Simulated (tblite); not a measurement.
Compound: C5H6ClFO.
Cartesian coordinates in Å at the GFN2-xTB level; atoms count from 1:
```xyz
14
C5H6ClFO angstrom
F     -3.0586   -0.1493   -0.9463
C     -2.0583   -0.0029   -0.0392
Cl    -1.5327    1.7003   -0.0464
C     -0.9020   -0.9417   -0.3966
O      0.0173   -1.0230    0.6654
C      1.0694   -0.2075    0.5928
C      2.1399    0.3073    1.1156
C      1.8341    0.6965   -0.3168
H     -2.4676   -0.2245    0.9532
H     -0.4203   -0.5997   -1.3203
H     -1.3172   -1.9445   -0.5458
H      2.8156    0.4220    1.9230
H      1.4507    1.6879   -0.5357
H      2.4289    0.2786   -1.1248
```

Calculated harmonic vibrations of the isolated species, GFN2-xTB (tblite), most abundant isotopes, no scaling. Against measured fundamentals such values can be off by several per cent, at times by over 20. One conformer, not necessarily the lowest.

Harmonic wavenumbers (cm⁻¹): 36.9, 61.2, 90.5, 171.1, 237.7, 327.9, 363.2, 398.3, 438.9, 568.8, 596.8, 661.3, 719.9, 933.0, 968.1, 1001.0, 1010.3, 1029.6, 1054.1, 1057.8, 1070.6, 1114.1, 1177.1, 1216.1, 1236.7, 1249.2, 1314.5, 1423.9, 1492.3, 1915.9, 2922.0, 2939.1, 2951.0, 2981.5, 3010.3, 3263.9.

A = 3115, B = 1103, C = 904.4 MHz; mass 136.009 u (most abundant isotopes); point group C1, symmetry number 1.

Problem. What is the zero-point energy?

Solution. Half the sum of the wavenumbers: 21502 cm⁻¹ = 61.48 kcal/mol.

Problem. Give the ideal-gas entropy at 298.15 K and 1 bar in the rigid-rotor, harmonic-oscillator model (classical rotation).

Solution. Translation 40.66, rotation 29.03, vibration 24.49: S = 94.2 cal/(mol K).

Problem. And Cp and H(298.15 K) − H(0)?

Solution. Cp = 31.66 cal/(mol K), of which vibrations give 23.71 (their classical limit is 36 R = 71.5); H(298.15 K) − H(0) = 6.02 kcal/mol without the zero-point energy, 3.65 from vibrations.

Problem. What must be added to the electronic energy to get the Gibbs energy at 298.15 K and 1 bar?

Solution. ZPE + [H(298.15 K) − H(0)] − T·S = 61.48 + 6.02 − 28.08 = 39.42 kcal/mol.

Problem. How do the functions run with temperature in this model?

Solution. 
```csv
T (K),S (cal/(mol K)),Cp (cal/(mol K)),H − H(0) (kcal/mol),G − H(0) (kcal/mol),ln q(vib)
50,59.2,12.9,0.51,-2.45,0.70
100,69.4,16.7,1.26,-5.68,1.88
373.15,101.9,37.3,8.61,-29.41,7.70
500,114.0,45.3,13.87,-43.12,10.26
750,134.6,56.0,26.65,-74.27,15.07
1000,151.6,62.6,41.53,-110.11,19.50
```

q(vib) and H(0) count from the zero-point level.

Problem. Which modes carry the vibrational entropy at 298.15 K?

Solution. 36.9 cm⁻¹: 5.42; 61.2 cm⁻¹: 4.42; 90.5 cm⁻¹: 3.65; 171.1 cm⁻¹: 2.42; 237.7 cm⁻¹: 1.82; 327.9 cm⁻¹: 1.27 cal/(mol K); the other 30 give 5.49 together.

Problem. Blend soft modes into free rotors: weight 1/[1 + (100 cm⁻¹/ν̃)⁴] for the oscillator and the rest for a rotor with moment μB/(μ + B), μ = h/(8π²ν), B = 10⁻⁴⁴ kg m². What vibrational entropy results?

Solution. 21.59 cal/(mol K) in place of 24.49, which changes −T·S at 298.15 K by +0.86 kcal/mol.

Hindered rotation and anharmonicity are outside this model. Other conformers, if any are populated, would add a mixing term that is left out. The structure is chiral; the term R ln 2 for an equal mix with its mirror image is left out.
